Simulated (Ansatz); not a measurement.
`B[SiH2]Br` + CH₃OH → `B[SiH2]OC` + HBr at 600 K and 1 bar (ligand exchange at the Si–Br bond).

Gas-phase electronic energies from Ansatz, PBE0-D4/def2-TZVP geometries. CCSD(T)/CBS is the MP2 limit (def2-TZVPP, def2-QZVPP) plus CCSD(T) − MP2 in def2-TZVPP, frozen cores. This one scheme is used for every species. For Br outer-core shells are correlated without core-valence functions, which leaves a few kJ/mol of doubt a bond. Scalar relativity is left out up to krypton. One conformer a species, not always the lowest.

```tsv
species	CCSD(T)/CBS energy (Eh)	H − E (kJ/mol)	S (J/(mol·K))
`B[SiH2]Br`	-2889.59767	145.0	386.1
CH₃OH	-115.61712	163.6	277.3
`B[SiH2]OC`	-431.29232	268.2	429.9
HBr	-2573.91920	33.5	219.1
```

H − E and S are ideal-gas, rigid-rotor, harmonic terms from PBE0-D4/def2-TZVP, for one conformer and one mirror image of each species. 1 Eh = 2625.50 kJ/mol, R = 8.31446 J/(mol·K).

Problem. By hand: ΔE, ΔH, ΔS and ΔG.

Solution. ΔE = (-431.29232) + (-2573.91920) − (-2889.59767) − (-115.61712) = 0.00327 Eh = 8.6 kJ/mol. Δ(H − E) = 268.2 + 33.5 − 145.0 − 163.6 = -6.9, so ΔH = 1.7 kJ/mol. ΔS = 429.9 + 219.1 − 386.1 − 277.3 = -14.4 J/(mol·K). ΔG = 1.7 − 600 × (-14.4)/1000 = 10.3 kJ/mol.

Problem. By hand: the equilibrium constant, and the temperature at which ΔG would vanish if ΔH and ΔS stayed fixed.

Solution. log₁₀ K = −ΔG/(RT ln 10) = -0.9. ΔH and −TΔS have one sign here, so there is no such temperature. One of them is within its doubt of zero, so this could turn.

TΔS isn't small against ΔH here. A doubt of 5 kJ/mol in ΔE shifts log₁₀ K by 0.4 here. Other conformers and mirror images would add mixing entropy, several J/(mol·K) or more a flexible species. These are equilibria of isolated gas molecules and say nothing of rates. Largest T1 diagnostic: 0.011 (customary marks: 0.02 for closed shells, 0.045 for open ones).
